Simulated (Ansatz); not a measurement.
Reaction (isomerisation): `[CH3][GeH2][NH][SiH3]` → `C[SiH2][NH][GeH3]`

Program: Ansatz. Geometries: PBE0-D4/def2-TZVP. ΔE: electronic, gas phase. CCSD(T)/CBS adds triple-zeta CCSD(T) − MP2 to the extrapolated MP2 energy (def2 sets, frozen cores). DFT in def2-TZVPP. For Ge outer-core shells are correlated without core-valence functions, which leaves a few kJ/mol of doubt a bond. Scalar relativity is left out up to krypton. One conformer a species, not always the lowest.

| level | ΔE (kJ/mol) |
| --- | --- |
| ωB97M-V | -12.1 |
| MP2/def2-SVP | -9.7 |

(1) What does CCSD(T)/CBS give? (Best estimate.)

Largest T1 diagnostic among the species: 0.011.

Results:

(1) Computed: -8.8 kJ/mol. The listed levels differ from it by -3.3, -0.9 kJ/mol.

Leaving LDA and LC-ωPBE aside and taking each functional with its dispersion term where it has one, the values, not all of them listed here, spread over 7.0 kJ/mol, from B97M-V to B2PLYP.

CCSD(T)/CBS has its own doubt, a few kJ/mol and more with outer-core shells, so smaller differences from it don't rank the levels.
